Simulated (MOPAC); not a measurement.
Input file for MOPAC: PM7 on H6SSi (a complex), monomers drawn apart or pushed together.

```
PM7 1SCF PRECISE CHARGE=0 THREADS=1
H6SSi

Si     0.03021972 1    -0.04359007 1    -0.28747626 1
H     -0.70531116 1     1.12782493 1     0.23898639 1
H     -0.11048240 1    -0.07116418 1    -1.76353628 1
H     -0.54497672 1    -1.28611747 1     0.27249975 1
H      1.46224075 1     0.05875849 1     0.06319781 1
S      0.21711807 1     0.07840738 1     4.03709507 1
H     -0.30273172 1     1.30879817 1     3.90268386 1
H     -0.98662565 1    -0.50651171 1     3.93222038 1
```

Program output:

```
*******************************************************************************
 **                                                                           **
 **                              MOPAC v23.2.5                                **
 **                                                                           **
 *******************************************************************************
 ** MOPAC's Digital Object Identifier: https://doi.org/10.5281/zenodo.6511958 **
 **                                                                           **
 ** Please cite the open-source release paper for use of this MOPAC version:  **
 ** J. E. Moussa and J. J. P. Stewart (2026)                                  **
 ** MOPAC: An open-source semiempirical molecular orbital program             **
 ** J. Open Source Softw., 11(119), 8025, https://doi.org/10.21105/joss.08025 **
 *******************************************************************************

                              PM7 CALCULATION RESULTS

 *******************************************************************************
 *  PM7        - The PM7 Hamiltonian to be used
 *
 *
 *
 *                 CHARGE ON SYSTEM = 0
 *
 *
 *
 *  PRECISE    - TIGHTER CRITERIA TO BE USED
 *  1SCF       - DO 1 SCF AND THEN STOP
 *  THREADS=1  - MULTI-THREADING NOT USED
 *  T=         - A TIME OF 172800.0 SECONDS REQUESTED
 *  DUMP=N     - RESTART FILE WRITTEN EVERY 7200.0 SECONDS REQUESTED
 *******************************************************************************
PM7 1SCF PRECISE CHARGE=0 THREADS=1
 H6SSi

   ATOM   CHEMICAL          X               Y               Z
  NUMBER   SYMBOL      (ANGSTROMS)     (ANGSTROMS)     (ANGSTROMS)

     1      Si          0.03021972  *  -0.04359007  *  -0.28747626  *
     2       H         -0.70531116  *   1.12782493  *   0.23898639  *
     3       H         -0.11048240  *  -0.07116418  *  -1.76353628  *
     4       H         -0.54497672  *  -1.28611747  *   0.27249975  *
     5       H          1.46224075  *   0.05875849  *   0.06319781  *
     6       S          0.21711807  *   0.07840738  *   4.03709507  *
     7       H         -0.30273172  *   1.30879817  *   3.90268386  *
     8       H         -0.98662565  *  -0.50651171  *   3.93222038  *



          CARTESIAN COORDINATES

    NO.       ATOM           X           Y           Z

     1        Si          0.0302     -0.0436     -0.2875
     2         H         -0.7053      1.1278      0.2390
     3         H         -0.1105     -0.0712     -1.7635
     4         H         -0.5450     -1.2861      0.2725
     5         H          1.4622      0.0588      0.0632
     6         S          0.2171      0.0784      4.0371
     7         H         -0.3027      1.3088      3.9027
     8         H         -0.9866     -0.5065      3.9322

 General Reference for PM7:
 "Optimization of Parameters for Semiempirical Methods VI: More Modifications to the
 NDDO Approximations and Re-optimization of Parameters", J. J. P. Stewart, J. Mol. Mod., 1:32, 19 (2013)
 https://link.springer.com/article/10.1007/s00894-012-1667-x

           Empirical Formula: H6 Si S  =     8 atoms



      MOLECULAR POINT GROUP   :   C1


      RHF CALCULATION, NO. OF DOUBLY OCCUPIED LEVELS = 8


 -------------------------------------------------------------------------------
 PM7 1SCF PRECISE CHARGE=0 THREADS=1
 H6SSi



     1SCF WAS SPECIFIED, SO BFGS WAS NOT USED
     SCF FIELD WAS ACHIEVED


                              PM7 CALCULATION
                                                       MOPAC v23.2.5 Linux




          FINAL HEAT OF FORMATION =          9.61839 KCAL/MOL =      40.24334 KJ/MOL


          COSMO AREA              =        130.54 SQUARE ANGSTROMS
          COSMO VOLUME            =        115.56 CUBIC ANGSTROMS

          IONIZATION POTENTIAL    =          9.381946 EV
          HOMO LUMO ENERGIES (EV) =         -9.382 -0.844
          NO. OF FILLED LEVELS    =          8
          MOLECULAR WEIGHT        =         66.1929         POINT GROUP:  C1

          MOLECULAR DIMENSIONS (Angstroms)

            Atom       Atom       Distance
            H     7    H     3     5.83501
            H     8    H     5     2.75053
            H     2    S     6     2.17505


          SCF CALCULATIONS        =          1





   ATOM   CHEMICAL          X               Y               Z
  NUMBER   SYMBOL      (ANGSTROMS)     (ANGSTROMS)     (ANGSTROMS)

     1      Si          0.03021972  *  -0.04359007  *  -0.28747626  *
     2       H         -0.70531116  *   1.12782493  *   0.23898639  *
     3       H         -0.11048240  *  -0.07116418  *  -1.76353628  *
     4       H         -0.54497672  *  -1.28611747  *   0.27249975  *
     5       H          1.46224075  *   0.05875849  *   0.06319781  *
     6       S          0.21711807  *   0.07840738  *   4.03709507  *
     7       H         -0.30273172  *   1.30879817  *   3.90268386  *
     8       H         -0.98662565  *  -0.50651171  *   3.93222038  *

                             CARTESIAN COORDINATES

   1   Si        0.030219720    -0.043590070    -0.287476260
   2    H       -0.705311160     1.127824930     0.238986390
   3    H       -0.110482400    -0.071164180    -1.763536280
   4    H       -0.544976720    -1.286117470     0.272499750
   5    H        1.462240750     0.058758490     0.063197810
   6    S        0.217118070     0.078407380     4.037095070
   7    H       -0.302731720     1.308798170     3.902683860
   8    H       -0.986625650    -0.506511710     3.932220380


           Empirical Formula: H6 Si S  =     8 atoms



      MOLECULAR POINT GROUP   :   C1


                  EIGENVALUES
 -27.04040 -18.58036 -14.21770 -12.46607 -12.45341 -12.40876 -11.77742  -9.38195
  -0.84357  -0.25887  -0.15009   0.00520   0.03193   2.48022   2.51703   2.56115
   2.78705   3.35560   8.13017  20.47203  20.49215  21.30282  21.31493  21.33918


              NET ATOMIC CHARGES AND DIPOLE CONTRIBUTIONS

  ATOM NO.   TYPE          CHARGE      No. of ELECS.   s-Pop       p-Pop       d-Pop
    1         Si          -0.018585        4.0186     0.93798     2.98616     0.09444
    2          H          -0.000347        1.0003     1.00035
    3          H           0.003494        0.9965     0.99651
    4          H           0.004141        0.9959     0.99586
    5          H           0.010602        0.9894     0.98940
    6          S          -0.326826        6.3268     1.87668     4.30567     0.14448
    7          H           0.163777        0.8362     0.83622
    8          H           0.163744        0.8363     0.83626
 DIPOLE           X         Y         Z       TOTAL
 POINT-CHG.    -1.295     0.486    -0.170     1.394
 HYBRID        -0.306     0.118    -0.009     0.328
 SUM           -1.601     0.604    -0.179     1.720


          ATOMIC ORBITAL ELECTRON POPULATIONS

     Atom    s        px        py        pz      x^2-y^2     xz        z^2       yz        xy
    1 Si   0.93798   1.00129   0.99184   0.99303   0.02300   0.00806   0.03169   0.01274   0.01895
    2  H   1.00035
    3  H   0.99651
    4  H   0.99586
    5  H   0.98940
    6  S   1.87668   1.24412   1.07964   1.98191   0.04370   0.00597   0.03519   0.00261   0.05701
    7  H   0.83622
    8  H   0.83626

 **********************
 *                    *
 * JOB ENDED NORMALLY *
 *                    *
 **********************




 == MOPAC DONE ==
```

The run finished.

Cost: very roughly 0.03 core-seconds.
